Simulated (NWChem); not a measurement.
Correlation energy of methylammonium (CH6N (+1))

SMILES: C[NH3+]
```xyz
8

C      0.7888     0.0475     0.0000
N     -0.7003    -0.0422     0.0000
H      1.1101     0.5868     0.8989
H      1.1101     0.5868    -0.8989
H      1.2037    -0.9674     0.0000
H     -1.0563    -0.5417     0.8265
H     -1.0563    -0.5417    -0.8265
H     -1.1423     0.8873     0.0000
```
Charge +1, spin multiplicity 1.

Everything below was run with NWChem. Structure: optimised with PBE0/def2-SVP, a minimum by its harmonic frequencies.

Basis set: cc-pVDZ. Each correlation energy counts from its own Hartree-Fock reference.

The correlated methods keep 2 core orbitals frozen. Coupled-cluster values serve here as a point of comparison, not as the truth.

| method | correlation energy (mHa) |
|---|---|
| RI-MP2 | -323.4 |
| MP2 | -323.5 |
| SCS-MP2 | -327.3 |
| CR-CCSD[T] | -363.5 |
| CR-CCSD(T) | -363.4 |
| CCSD | (withheld) |
| CCSD+T(CCSD) | (withheld) |
| CCSD(T) | -364.8 |

Task: Complete the blanks.

Result: 
- CCSD, correlation energy (mHa): -356.7
- CCSD+T(CCSD), correlation energy (mHa): -365.0
